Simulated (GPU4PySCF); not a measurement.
A structure optimised at PBE-D3(BJ)/def2-TZVP, used in a GPU4PySCF frequency run:

```
C
C 1 1.4057
H 2 1.0916 1 119.21
C 2 1.3963 3 119.98 1 179.99
H 4 1.0917 2 119.94 3 0.01
C 4 1.3968 5 119.99 2 180.00
H 6 1.0916 4 120.07 5 0.00
C 6 1.3972 7 120.02 4 180.00
H 8 1.0916 6 120.07 7 0.00
C 8 1.3956 9 120.02 6 180.00
H 10 1.0932 8 119.39 9 0.00
Si 1 1.8616 2 122.47 3 0.01
O 12 1.6502 1 112.87 2 122.86
C 13 1.4257 12 121.33 1 -55.14
H 14 1.0985 13 107.82 12 178.77
H 14 1.1031 15 108.73 13 121.02
H 14 1.1032 15 108.66 16 117.84
O 12 1.6502 13 101.58 14 -176.30
C 18 1.4257 12 121.31 13 176.40
H 19 1.0985 18 107.82 12 -178.68
H 19 1.1031 20 108.73 18 -121.02
H 19 1.1032 20 108.66 21 -117.84
O 12 1.6555 13 112.39 14 63.38
C 23 1.4272 12 122.13 13 56.85
H 24 1.0986 23 108.01 12 -179.83
H 24 1.1024 25 108.85 23 121.06
H 24 1.1024 25 108.85 26 117.88
```

Problem. Write its SMILES and formula.

Solution. CO[Si](OC)(OC)c1ccccc1, C9H14O3Si

Problem. What are its rotational constants (standard atomic weights)?

Solution. 1.0307, 0.48490, 0.46017 GHz
